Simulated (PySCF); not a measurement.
## C₆ coefficients of unlike pairs at UHF

Calculated with PySCF 2.14 from the dipole response of each species, C₆(A,B) = (3/π) ∫ α_A(iu) α_B(iu) du, in atomic units, from isotropic polarisabilities. For ions this is the dispersion term alone; charge-induced terms of lower order in 1/R come first.

| species | configuration | basis | relativity | α (bohr³) | C₆ (like pair) |
| --- | --- | --- | --- | --- | --- |
| Ne²⁺ | [He] 2s2 2p4 (3P) | aug-cc-pVQZ (6s5p4d3f2g) | none | 0.8307 | 1.034 |
| Sn²⁺ | [Kr] 4d10 5s2 (1S) | aug-cc-pwCVTZ-DK3 with one added diffuse shell each of s, p, d, f type (11s10p8d5f1g) | spin-free X2C | 17.90 | 103.5 |
| Nb³⁺ | [Kr] 4d2 (3F) | aug-cc-pwCVDZ-PP with ECP28MDF (6s6p5d3f) | core potential | 5.588 | 23.93 |
| P³⁺ | [Ne] 3s2 (1S) | aug-cc-pV(T+d)Z (6s5p4d2f) | none | 7.152 | 18.70 |

Q: Estimate C₆ for Nb³⁺ with Sn²⁺.

A: The integral gives 46.92. The combination rule 2 C_A C_B / (C_A α_B/α_A + C_B α_A/α_B) gives 45.47 and the geometric mean 49.78.

No spin-orbit coupling is included.

The other pairs:

```csv
pair,C₆
"P³⁺, Sn²⁺",43.74
"P³⁺, Ne²⁺",3.539
"P³⁺, Nb³⁺",19.67
"Nb³⁺, Ne²⁺",4.757
"Sn²⁺, Ne²⁺",8.691
```
